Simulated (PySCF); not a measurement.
This PySCF input asks for the NMR shieldings of SMILES CC#C[Si@@H]1OCC[C@H]1F, C₆H₉FOSi; the geometry comes from PBE0-D3(BJ)/def2-SVP.

```python
import basis_set_exchange as bse
import numpy as np
from pyscf import gto, dft
from pyscf.prop import nmr

atoms = """
C     3.837437    0.552044    0.420079
C     2.534110    0.061888    0.015881
C     1.435125   -0.342171   -0.326526
Si   -0.206012   -0.945819   -0.838058
O    -1.040425    0.203094   -1.733466
C    -2.200563    0.684946   -1.079092
C    -2.065144    0.422630    0.422821
C    -1.471221   -0.967142    0.592792
F    -2.443325   -1.923167    0.314931
H     3.857042    0.781498    1.496881
H     4.095235    1.471908   -0.127599
H     4.621371   -0.194593    0.217318
H    -0.072084   -2.228485   -1.574097
H    -2.314733    1.759276   -1.294370
H    -3.091338    0.165331   -1.475008
H    -3.027149    0.515927    0.952465
H    -1.363137    1.150875    0.864458
H    -1.090364   -1.139551    1.611569
"""
names = dict.fromkeys(["C", "Si", "O", "F", "H"], "pcSseg-1")
basis = {el: gto.basis.parse(bse.get_basis(n, elements=[el], fmt="nwchem")) for el, n in names.items()}
mol = gto.M(atom=atoms, basis=basis, charge=0, verbose=0)
mf = dft.RKS(mol, xc="PBE0")
mf.grids.level = 2
mf.grids.alignment = dft.numint.BLKSIZE   # the property module wants whole blocks of grid points
mf.conv_tol = 1e-9
mf.kernel()

calc = nmr.RKS(mf)   # GIAO
C = mf.mo_coeff
Co = C[:, mf.mo_occ > 0]
resp = mf.gen_response(singlet=True, hermi=2)
def vind(x):   # induced exchange potential for any number of trial vectors
    d = np.einsum("pi,xij,qj->xpq", C, 2 * x.reshape(-1, C.shape[1], Co.shape[1]), Co, optimize=True)
    return np.einsum("xpq,pi,qj->xij", resp(d - d.transpose(0, 2, 1)), C, Co, optimize=True).ravel()
mo1, _ = nmr.rhf.solve_mo1(calc, with_cphf=vind)
sigma = calc.kernel(mo1)
for i, s in enumerate(sigma):   # ppm
    w = np.linalg.eigvalsh((s + s.T) / 2)
    print("%2d %-2s iso %8.1f  s11 %8.1f  s22 %8.1f  s33 %8.1f" % (i, mol.atom_pure_symbol(i), w.mean(), *w))
```

Q: What does it print?

A: 
```
 0 C  iso    178.6  s11    169.5  s22    170.0  s33    196.4
 1 C  iso     69.5  s11    -25.7  s22    -19.6  s33    254.0
 2 C  iso    101.0  s11     12.3  s22     18.1  s33    272.6
 3 Si iso    367.5  s11    308.1  s22    361.2  s33    433.1
 4 O  iso    291.5  s11    244.8  s22    295.3  s33    334.5
 5 C  iso    116.7  s11     78.2  s22    103.3  s33    168.6
 6 C  iso    146.3  s11    135.4  s22    147.6  s33    156.0
 7 C  iso     95.2  s11     58.4  s22     75.7  s33    151.6
 8 F  iso    425.7  s11    378.1  s22    431.3  s33    467.6
 9 H  iso     29.4  s11     24.4  s22     27.8  s33     36.0
10 H  iso     29.3  s11     24.3  s22     27.6  s33     35.9
11 H  iso     29.3  s11     24.4  s22     27.4  s33     36.1
12 H  iso     26.3  s11     22.6  s22     24.5  s33     31.6
13 H  iso     27.1  s11     22.4  s22     25.9  s33     33.0
14 H  iso     27.2  s11     22.7  s22     25.6  s33     33.4
15 H  iso     29.1  s11     25.5  s22     26.5  s33     35.3
16 H  iso     29.6  s11     26.6  s22     26.7  s33     35.3
17 H  iso     26.6  s11     23.1  s22     26.7  s33     30.0
```

These numbers come from an equivalent density-fitted implementation of the same equations, which agrees with the script to about 0.01 ppm for H and up to a few tenths of a ppm for heavy atoms, so last digits may differ.

Q: Turn these shieldings into chemical shifts. Scale: ¹³C (σref 184.41), ²⁹Si (σref 351.99), ¹H (σref 31.27) against TMS; ¹⁷O (σref 334.56) vs H2O; ¹⁹F (σref 177.25) against CFCl3 (reference shieldings calculated alike).

A: Averaging equivalent atoms: C 1: 114.9; C 7: 89.2; C 2: 83.4; C 5: 67.7; C 6: 38.1; C 0: 5.8; Si 3: -15.5; O 4: 43.0; F 8: -248.4; H 12: 5.00; H 17: 4.67; H 13: 4.13; H 14: 4.03; H 15: 2.16; H 9/10/11: 1.96; H 16: 1.71 ppm. Unscaled 19F shifts against computed CFCl3 carry errors that often reach 10 to 50 ppm. Experimental scales use liquid or dissolved standards, which lie at an offset from isolated H2O (liquid H2O: subtract about 36 ppm).

Size and cost of the density-fitted run: 205 basis functions, 41 s wall time on 1 thread of an AMD EPYC 7R43 64-Core, shared host; peak memory 0.87 GiB.
